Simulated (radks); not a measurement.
All-electron atom: Co23+ in [He] 2s2. Method: non-relativistic Kohn-Sham, LB94 model potential, spin-polarised, spherical densities, point nucleus; computed with a radial shooting solver on a logarithmic mesh with Libxc functionals.

Radial electron density D(r) = 4 pi r^2 rho(r):

r (bohr)  D(r) (e/bohr)
0.004413          2.612
0.004858          3.089
0.005348          3.645
0.005886          4.290
0.006479          5.034
0.007132          5.888
0.007851          6.861
0.008642          7.965
0.009513          9.206
0.01047           10.59
0.01153           12.12
0.01269           13.78
0.01397           15.58
0.01537           17.49
0.01692           19.48
0.01863           21.51
0.0205            23.52
0.02257           25.46
0.02484           27.24
0.02735           28.78
0.0301            29.98
0.03314           30.74
0.03648           30.99
0.04047           30.59
0.04455           29.56
0.04904           27.92
0.05398           25.69
0.05942           23.01
0.06541           20.02
0.072             16.92
0.07925           13.96
0.08724           11.34
0.09603           9.270
0.1057            7.877
0.1164            7.204
0.1281            7.188
0.141             7.673
0.1552            8.425
0.1708            9.179
0.188             9.681
0.207             9.740
0.2278            9.267
0.2508            8.287
0.2761            6.932
0.3039            5.396
0.3345            3.889
0.3682            2.578
0.4053            1.562
0.4461           0.8582
0.4911           0.4238
0.5406           0.1863
0.595           0.07214
0.655           0.02430
0.721          0.007029
0.7936         0.001720

D(r) has 2 maxima, at r = 0.0362, 0.199 bohr, and minima at 0.122 bohr, inside which lie 2.07 electrons.
